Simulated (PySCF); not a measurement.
# Excitation energy of Te by level of theory

Te [Kr] 4d10 5s2 5p4 (3P) → Te [Kr] 4d10 5s1 5p4 5d1 (high-spin determinant), as a difference of total energies. Calculation: PySCF 2.14, in aug-cc-pVTZ-DK3; scalar relativity by spin-free X2C-1e. Correlated levels: valence: [Kr] 4d10 frozen. The calculations carry no spin-orbit coupling.

| method | excitation energy (eV) |
| --- | --- |
| UHF | 15.244 |
| LDA | 16.452 |
| PBE | 16.027 |
| PBE0 | 16.060 |
| r2SCAN | 15.931 |
| PW91 | 16.079 |
| BP86 | 16.089 |
| MN15 | 16.270 |
| M06-L | 16.113 |
| MP2 (valence) | 15.567 |
| SCS-MP2 (valence) | 15.702 |

Task: How much does correlation contribute at MP2 (valence)?

Result: 15.567 − (15.244) = 0.323 eV, measured against UHF.

A first-order spin-orbit estimate (lowest level to lowest level, LS coupling) adds -0.019 eV.

The upper state lies above the first ionisation limit, where it may autoionise and the basis confines it.

The promoted electron is Rydberg-like, and one or two diffuse shells describe it only roughly, which tends to raise the upper state.

The determinant of the upper state mixes LS terms, which raises its energy above the lowest term, most at the Hartree-Fock and MP2 levels.
